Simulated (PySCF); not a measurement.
PySCF input file for Zn(NH2)(OSiH3) (H5NOSiZn), SMILES [NH2][Zn][O][SiH3], B3LYP/pcSseg-1. Geometry: PBE0-D3(BJ)/def2-SVP. The structure was generated by enumeration; whether it is a known compound was not checked. The values are those of a single conformer.

```python
import numpy as np
from pyscf import gto, scf, dft
from pyscf.prop.nmr import rks as nmr

mol = gto.M(
    atom='''
    Zn   -0.36559553    0.44263448    0.59518909
    N    -1.31555111    1.10520361    1.98680767
    H    -1.07633701    0.73853487    2.90543466
    H    -2.32822116    1.05402308    1.90067914
    O     0.63964031    0.01012231   -0.79342377
    Si    1.06080733   -1.27101581   -1.72239321
    H    -0.12903900   -1.90271834   -2.38765314
    H     1.73400480   -2.35123221   -0.92428383
    H     2.00789117   -0.84082445   -2.79660806
    ''',
    basis='pcSseg-1',
    charge=0,
    spin=0,
    max_memory=1600,
    verbose=3,
)
mf = dft.RKS(mol, xc='b3lyp')
mf.grids.level = 3
mf.conv_tol = 1e-10
mf.max_cycle = 100
mf.kernel()
n = nmr.NMR(mf)
n.verbose = 2
n.max_cycle_cphf = 60
sigma = n.kernel()
print('atom   isotropic/ppm   span/ppm')
for i, s in enumerate(sigma):
    w = np.linalg.eigvalsh((s + s.T) / 2)
    print(f'{mol.atom_symbol(i):2s}{i + 1:3d} {w.mean():14.3f} {w[2] - w[0]:11.3f}')
```

Program output:

```
converged SCF energy = -2201.79425602979
atom   isotropic/ppm   span/ppm
Zn  1       1589.195    1347.796
N   2        290.680      71.857
H   3         32.137      22.701
H   4         32.137      22.700
O   5        332.220     104.018
Si  6        382.936     152.591
H   7         26.272       8.649
H   8         26.272       8.641
H   9         26.332       8.652
```

Self-consistency was reached.

Cost: roughly 20 core-seconds.
